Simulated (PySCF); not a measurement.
PySCF input file for C2H7NSi2, SMILES [SiH3][SiH2]CC#N, PBE0/pcSseg-1. The structure is a stationary point at B3LYP-D3(BJ)/def2-SVP. The structure was generated by enumeration, and PubChem lists no compound with its InChIKey, so it may never have been made. Other conformers were not sampled.

```python
import numpy as np
from pyscf import gto, scf, dft
from pyscf.prop.nmr import rks as nmr

mol = gto.M(
    atom='''
    N     2.27619351   -1.31283338    0.81831971
    C     1.71768854   -0.29813818    0.87751999
    C     0.96731800    0.94664158    0.89761453
    Si   -0.29340415    1.04895207   -0.55285958
    Si   -1.67655503   -0.85157380   -0.53965085
    H     1.65884580    1.80337724    0.84015136
    H     0.41880046    1.03078020    1.85051391
    H    -1.08134544    2.30098564   -0.35320346
    H     0.46841532    1.15498544   -1.82992661
    H    -2.28779762   -0.99826626    0.81460603
    H    -2.76376298   -0.68910217   -1.54866305
    H    -0.87712071   -2.06724262   -0.85737747
    ''',
    basis='pcSseg-1',
    charge=0,
    spin=0,
    max_memory=1600,
    verbose=3,
)
mf = dft.RKS(mol, xc='pbe0')
mf.grids.level = 3
mf.conv_tol = 1e-10
mf.max_cycle = 100
mf.kernel()
n = nmr.NMR(mf)
n.verbose = 2
n.max_cycle_cphf = 60
sigma = n.kernel()
print('atom   isotropic/ppm   span/ppm')
for i, s in enumerate(sigma):
    w = np.linalg.eigvalsh((s + s.T) / 2)
    print(f'{mol.atom_symbol(i):2s}{i + 1:3d} {w.mean():14.3f} {w[2] - w[0]:11.3f}')
```

Output:

```
converged SCF energy = -713.694501696199
atom   isotropic/ppm   span/ppm
N   1        -40.149     521.961
C   2         61.995     347.992
C   3        186.466      26.769
Si  4        414.720      72.028
Si  5        460.392       8.761
H   6         29.400      12.577
H   7         29.800      10.890
H   8         27.275       8.905
H   9         27.103       8.539
H  10         27.738       8.334
H  11         27.770       8.903
H  12         27.331       8.260
```

The run converged.

Cost: roughly 40 core-seconds.
